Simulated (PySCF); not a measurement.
Geometries of 2 isomers of CH5ClGe, from PBE0-D3(BJ)/def2-SVP geometry optimisation, gas phase (PySCF 2.14.0). One conformer each, no zero-point energy, no frequencies.

Question: Which isomer lies lower at this level?
A.
```xyz
8
angstrom
Cl     1.939    0.216    1.168
C      0.973   -0.090   -0.305
Ge    -0.946    0.037    0.108
H      1.232   -1.089   -0.680
H      1.263    0.652   -1.061
H     -1.249    1.451    0.624
H     -1.294   -1.004    1.183
H     -1.762   -0.240   -1.170
```
B.
```xyz
8
angstrom
C      0.173    0.321    0.703
Ge    -1.716   -0.119    0.680
Cl    -2.761    1.550    1.592
H      0.499    0.496    1.738
H      0.764   -0.501    0.273
H      0.349    1.234    0.117
H     -2.044   -1.358    1.530
H     -2.272   -0.270   -0.746
```

Answer: B. That is `[CH3][GeH2][Cl]`, 37.4 kcal/mol below the other.

| SMILES | atoms numbered as above | E (Eh) | relative (kcal/mol) | relative (kJ/mol) | dipole (D) |
| --- | --- | --- | --- | --- | --- |
| [CH3][GeH2][Cl] | [CH3:1][GeH2:2][Cl:3] | -2577.46502 | 0.0 | 0.0 | 2.41 |
| Cl[CH2][GeH3] | [Cl:1][CH2:2][GeH3:3] | -2577.40549 | 37.4 | 156.3 | 1.62 |
